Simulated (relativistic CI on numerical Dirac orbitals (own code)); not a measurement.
Slater and spin-orbit integrals, Rh XXXIV

Calculated at this level of theory: Dirac-Coulomb-Breit CI, separate exchange-only KLI orbitals for each configuration, a model potential for QED, unscaled Slater integrals (own radial code, finite nucleus).

Slater integrals F^k, G^k are unscaled and averaged over j, outside the closed core [Ne]; ζ comes from projecting the Hamiltonian with its Breit term on Σ l·s of the shell.

- 3s3p: G^1(3s,3p) = 379920, ζ(3p) = 194360 cm⁻¹; <r>(3s) = 0.3385, <r^2>(3s) = 0.1303, <r>(3p) = 0.3274, <r^2>(3p) = 0.1236 (bohr units).
- 3p²: F^2(3p,3p) = 301950, ζ(3p) = 194260 cm⁻¹; <r>(3p) = 0.3278, <r^2>(3p) = 0.1239 (bohr units).
- 3s3d: G^2(3s,3d) = 235460, ζ(3d) = 24461 cm⁻¹; <r>(3s) = 0.3388, <r^2>(3s) = 0.1306, <r>(3d) = 0.289, <r^2>(3d) = 0.0962 (bohr units).

Averages of the first 10 configurations, taken without configuration mixing, which lowers the lowest level and can move excited configurations by several eV; other configurations of the list can lie among them:

```tsv
Configuration	Parity	States	Average energy above the lowest level (eV)
3s²	even	1	3.6
3s3p	odd	12	98.9
3p²	even	15	207.3
3s3d	even	20	225.3
3d²	even	45	453.9
3p3d	odd	60	328.1
3p4s	odd	12	1055.1
3d4s	even	20	1174.4
3s4s	even	4	951.5
3s4p	odd	12	995.0
```
